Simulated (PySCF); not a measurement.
A GIAO shielding run with PySCF 2.14 (density fitting, non-relativistic, gas phase) on `CC(C)[C@@](F)([SiH3])CCCl`, C$_{6}$H$_{14}$ClFSi:

```
$ OMP_NUM_THREADS=1 python probes_run.py task.json out

{"job": {"kind": "nmr", "xc": "PBE0", "basis": "pcSseg-1"}, "charge": 0, "multiplicity": 1}
C     -1.721838    -0.812296     0.897201
C     -1.047402    -0.644457    -0.460897
C     -2.002369     0.040451    -1.437988
C      0.290185     0.108919    -0.343314
F      0.762562     0.286605    -1.660475
Si     0.196859     1.884138     0.418471
C      1.333067    -0.768632     0.361336
C      2.733296    -0.187409     0.265379
Cl     3.903392    -1.275671     1.057677
H     -2.675393    -1.320641     0.771138
H     -1.114183    -1.403520     1.576919
H     -1.909379     0.158208     1.353212
H     -0.822188    -1.639524    -0.867123
H     -2.851203    -0.609856    -1.637557
H     -2.377737     0.973872    -1.027634
H     -1.502519     0.249518    -2.380016
H      1.267871     2.662864    -0.196387
H     -1.090010     2.514853     0.139398
H      0.375731     1.758875     1.866421
H      1.337107    -1.762640    -0.096077
H      1.056949    -0.876482     1.410096
H      2.806952     0.774346     0.773689
H      3.045498    -0.084535    -0.773391
```

Hardware: 1 thread of an Arm Neoverse N1, shared host. The job also computes population analyses, field gradients.

Question: How large is the calculation?

Answer: 90 electrons, 237 basis functions and 1273 auxiliary functions.

Question: How long does it take, and how much memory does it need?

Answer: 100 s of wall time, with 13 SCF cycles and 4 response iterations; peak memory 1.1 GiB. Times on a shared host scatter by some tens of per cent.
